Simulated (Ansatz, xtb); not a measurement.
# Relative energy of two isomers of GaH5NP

Structure X: `[NH2+]1[PH][GaH2-]1`, a singlet. Structure Y: `P[NH][GaH2]`, a singlet. Both are isolated molecules in the gas phase, relaxed with PBE0-D3(BJ)/def2-SVP; the shapes shown needn't be the lowest conformers.

X (Å):

```xyz
8

Ga   -1.0567    1.2374   -0.2093
N     0.2849   -0.2506   -0.8047
P     0.9460    0.4883    0.7762
H     0.8879   -0.1462   -1.6180
H     0.0471   -1.2349   -0.6954
H     1.7588    1.4342    0.0781
H    -0.9555    2.4178   -1.2276
H    -2.3447    0.5184    0.3076
```

Y (Å):

```tsv
atom	x (Å)	y (Å)	z (Å)
Ga	0.2901	0.2326	-1.0688
N	0.7239	-0.0891	0.6829
P	-0.2650	-0.2698	2.0855
H	1.4815	0.3346	-2.0771
H	1.7078	-0.1849	0.9165
H	-1.2630	-1.1791	1.6030
H	-1.1494	0.8497	1.9441
H	-1.2347	0.3725	-1.3776
```

Energies in hartree; the thermal terms are from PBE0-D3(BJ)/def2-SVP harmonic frequencies (ideal gas, rigid rotor, one conformer each, 298.15 K, 1 atm) and include the zero-point energy:

|  | X | Y |
| --- | --- | --- |
| E, CCSD(T)/def2-TZVP | −2322.023052 | −2322.026979 |
| zero-point energy | 0.050947 | 0.047623 |
| H(298 K) − E | 0.057112 | 0.054375 |
| G(298 K) − E | 0.022443 | 0.017831 |

Work out ΔE, ΔE₀, ΔH and ΔG for X → Y in kJ/mol (1 Eh = 2625.50 kJ/mol) and the equilibrium ratio [Y]/[X].

1. ΔE = −2322.026979 − (−2322.023052) = −0.003927 Eh = −10.31 kJ/mol.
2. ΔE₀ = ΔE + ΔZPE = −0.003927 + (−0.003324) Eh = −19.04 kJ/mol.
3. ΔH = ΔE + (−0.002737) Eh = −17.50 kJ/mol.
4. ΔG = ΔE + (−0.004612) Eh = −22.42 kJ/mol, so ΔS = (ΔH − ΔG)/T = +16.5 J/(mol K).
5. kT = 0.9442 mEh, so K = [Y]/[X] = exp(−ΔG/kT) = exp(+9.04) ≈ 8.5 × 10^3.

Structure Y is favoured at this temperature. An error of 4 kJ/mol in ΔG would change K by a factor of 5. PBE0-D3(BJ)/def2-SVP gave ΔE the other sign. Mirror images and further conformers aren't counted.

As drawn, Y has 1 P–H in place of 1 Ga–P, 1 N–H. Structure X has a 3-membered ring, Y no ring.

Other levels gave ΔE = −27.5 (GFN2-xTB); −19.8 (HF/STO-3G, GFN2-xTB geometries); −4.3 (r2SCAN-D4/def2-SVP, GFN2-xTB geometries); +5.7 (PBE0-D3(BJ)/def2-SVP); −38.9 (HF/def2-TZVP); −13.9 (MP2/def2-TZVP) kJ/mol. The correlated steps freeze 15 core orbitals; the filled d shell of Ga is correlated, in a basis made for valence electrons. Programs: Ansatz 0.2.0, xtb 6.7.1.
